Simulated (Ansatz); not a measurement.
Isolated molecules relaxed with PBE0-D4/def2-TZVP in Ansatz; ΔE leaves out vibrations. CBS: MP2 limit from def2 TZ/QZ plus the TZ coupled-cluster correction, frozen cores. Functionals use def2-TZVPP. def2 core potentials past Kr. For Ge, Hf outer-core shells are correlated without core-valence functions, which leaves a few kJ/mol of doubt a bond. Scalar relativity is left out up to krypton. One conformer a species, not always the lowest.

Consider the redistribution: `[OH][Hf]([OH])([OH])[OH]` + `B[CH](Cl)[GeH3]` → `[OH][Hf]([OH])([OH])[Cl]` + `B[CH](O)[GeH3]`.

`[OH][Hf]([OH])([OH])[OH]`:

Z-matrix (Å, degrees):
```
Hf
O 1 1.935
O 1 1.935 2 109.3
O 1 1.935 2 109.3 3 -120.2
O 1 1.935 2 109.7 3 119.9
H 2 0.951 1 155.7 3 141.3
H 3 0.951 1 155.6 2 -21.0
H 4 0.951 1 155.7 2 -141.3
H 5 0.951 1 155.7 2 -98.9
```

`B[CH](Cl)[GeH3]`:

```xyz
10

B    -1.195   -0.018   -0.912
C     0.191    0.557   -0.670
Cl    0.329    2.294   -0.303
Ge    0.685   -0.467    0.999
H    -1.262   -1.127   -1.361
H    -2.181    0.560   -0.571
H     0.977    0.285   -1.375
H     1.936    0.233    1.539
H    -0.459   -0.387    2.018
H     0.979   -1.929    0.635
```

`[OH][Hf]([OH])([OH])[Cl]`:

Z-matrix (Å, degrees):
```
Hf
O 1 1.916
O 1 1.916 2 110.0
O 1 1.916 2 110.0 3 121.2
Cl 1 2.378 2 109.0 3 -119.4
H 2 0.951 1 160.0 3 -127.6
H 3 0.951 1 159.9 2 -7.0
H 4 0.951 1 159.8 2 -128.0
```

`B[CH](O)[GeH3]`:

```xyz
11

B     0.139   -1.173    0.814
C    -0.260   -0.700   -0.548
O     0.589   -0.846   -1.629
Ge   -0.029    1.213    0.365
H     1.266   -1.484    1.058
H    -0.701   -1.144    1.671
H    -1.319   -0.627   -0.814
H     0.260   -0.337   -2.375
H     0.454    2.007   -0.860
H    -1.401    1.723    0.827
H     1.002    1.368    1.493
```

| species | B2PLYP energy (Eh) |
| --- | --- |
| `[OH][Hf]([OH])([OH])[OH]` | -351.45422 |
| `B[CH](Cl)[GeH3]` | -2603.20423 |
| `[OH][Hf]([OH])([OH])[Cl]` | -735.74554 |
| `B[CH](O)[GeH3]` | -2218.91792 |

Q: Work out ΔE.

A: ΔE = (-735.74554) + (-2218.91792) − (-351.45422) − (-2603.20423) = -0.00501 Eh = -3.1 kcal/mol. CCSD(T)/CBS gives -1.9 kcal/mol.

Largest T1 diagnostic among the species: 0.015.

From PBE to PBE0 (25 % exact exchange), in def2-TZVPP and without D4, ΔE moves by +0.8 kcal/mol.
